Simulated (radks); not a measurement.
Spherical quantum dot in the effective-mass picture: electrons in a parabolic well V = omega^2 r^2 / 2 with omega = 0.22, with a point charge +1 (a donor) at the centre, all in effective atomic units (hartree* = m*/eps^2 hartree, bohr* = eps/m* bohr), one dielectric constant everywhere. Method: non-relativistic Kohn-Sham, LDA (Slater exchange, Perdew-Wang correlation), spin-polarised, spherical densities; computed with a radial shooting solver with Libxc functionals. Levels are named by radial order and angular momentum (1s, 1p, 1d, 2s, ...), and open shells are averaged over m.

N = 24, configuration 1s2 1p6 1d10 2s2 1f(up 4, down 0). This is the lowest configuration that the search found. Occupied and some empty levels:

| level | occupation | eigenvalue (hartree*) | <r> (bohr*) |
|---|---|---|---|
| 1s up | 1 | 4.1156 | 2.765 |
| 1s down | 1 | 4.1174 | 2.623 |
| 1p up | 3 | 4.2293 | 5.617 |
| 1p down | 3 | 4.2421 | 5.532 |
| 2s up | 1 | 4.2449 | 5.137 |
| 2s down | 1 | 4.2566 | 5.208 |
| 1d up | 5 | 4.3017 | 6.240 |
| 1d down | 5 | 4.3167 | 6.209 |
| 1f up | 4 | 4.3861 | 6.683 |
| 1f down | 0 | 4.4019 | 6.679 |
| 2p up | 0 | 4.4316 | 5.413 |
| 2p down | 0 | 4.4396 | 5.445 |
| 1g up | 0 | 4.4819 | 7.049 |
| 1g down | 0 | 4.4979 | 7.060 |
| 2d up | 0 | 4.5495 | 6.096 |
| 2d down | 0 | 4.5584 | 6.100 |

Energy (hartree*): total 59.5703, kinetic 3.9266, external 15.767, Hartree 44.658, exchange-correlation -4.7806.

Electron density:

| r (bohr*) | n(r) (e/bohr*^3) |
|---|---|
| 0.851 | 0.08683 |
| 1.76 | 0.02156 |
| 2.68 | 0.01003 |
| 3.59 | 0.01020 |
| 4.50 | 0.01265 |
| 5.42 | 0.01362 |
| 6.33 | 0.01148 |
| 7.25 | 0.007019 |
| 8.16 | 0.002900 |
| 9.07 | 0.0007696 |
| 9.98 | 0.0001291 |
| 10.9 | 0.00001359 |
| 11.8 | 9.299e-07 |
